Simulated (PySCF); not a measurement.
UHF on B²⁺ (boron, charge +2)

Configuration: [He] 2p1, 2P determinant (an excited configuration). All numbers are calculated (PySCF 2.14, the spin-free X2C one-electron Hamiltonian (Gaussian nucleus), in x2c-QZVPPall (7s4p3d2f1g, 57 functions)).

| Property | Result |
| --- | --- |
| Total energy | -23.160094 hartree |
| One-electron energy | -27.6046 hartree |
| Hartree (Coulomb) energy | 7.6768 hartree |
| Exchange energy | -3.2323 hartree |
| ⟨S²⟩ | 0.7500 |
| ⟨L²⟩ | 2.000 |
| Sum of ⟨r⟩ | 2.236 bohr |
| Sum of ⟨r²⟩ | 3.326 bohr² |
| Traceless quadrupole moment −½Σ⟨3z² − r²⟩ along its main axis | -1.22 e·bohr² |
| Langevin diamagnetic susceptibility | -2.63 ×10⁻⁶ cm³/mol |

```
shell  electrons  mean orbital energy (hartree)  rms radius, mean of both spins (bohr)
 1s α          1                       -8.78532                                  0.379
 1s β          1                       -8.76206                                  0.379
 2p α          1                       -1.16820                                   1.74
```

Spin-orbit constants ζ (cm⁻¹) from the X2C one-electron operator on these orbitals: bare nucleus, nucleus screened by l(l+1)(2l+1)/3 electrons, and screened by the Breit-Pauli mean field of the electrons.

```csv
shell,bare,screened nucleus,mean field
2p,44.72,26.83,21.25
```

To first order the Landé constant is A = 21.25 cm⁻¹, so the lowest level has J = 1/2 and lies 0.00264 eV below the centre of the term.
